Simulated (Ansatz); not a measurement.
`[NH2][Ge][F]` and `[NH2][Ge][Cl]` differ in one element.

Ansatz, PBE0-D4/def2-TZVP geometries, multiplicity 1. Each molecule was computed in one conformer, which needn't be the lowest.

Scalar relativity is left out up to krypton.

| property | `[NH2][Ge][F]` |
| --- | --- |
| HOMO–LUMO gap (B3LYP/def2-TZVPP) / eV | 5.84 |
| HOMO energy (PBE/def2-TZVPP) / eV | -6.52 |
| HOMO energy (B3LYP/def2-TZVPP) / eV | -7.56 |
| size of the dipole moment (B3LYP/def2-TZVPP) / D | 2.58 |
| HOMO–LUMO gap (PBE0/def2-TZVPP) / eV | 6.23 |
| size of the dipole moment (ωB97M-V/def2-TZVPP) / D | 2.54 |

Problem. Give the same properties after the change, and the shifts. (An estimate is asked.)

Solution. Ansatz gave: 
```tsv
property	`[NH2][Ge][Cl]`	shift
HOMO–LUMO gap (B3LYP/def2-TZVPP) / eV	5.33	-0.51
HOMO energy (PBE/def2-TZVPP) / eV	-6.40	0.12
HOMO energy (B3LYP/def2-TZVPP) / eV	-7.35	0.21
size of the dipole moment (B3LYP/def2-TZVPP) / D	2.86	0.28
HOMO–LUMO gap (PBE0/def2-TZVPP) / eV	5.72	-0.51
size of the dipole moment (ωB97M-V/def2-TZVPP) / D	2.88	0.34
```

With PBE0 the HOMO rises by 0.19 eV and the LUMO falls by 0.32 eV, so the gap narrows by about 0.51 eV. PBE moves the HOMO by 0.12 eV and ωB97M-V by 0.28 eV. Dipoles are sizes alone; their direction can turn.

B3LYP here is the variant with VWN-RPA as its local correlation; programs differ in this.
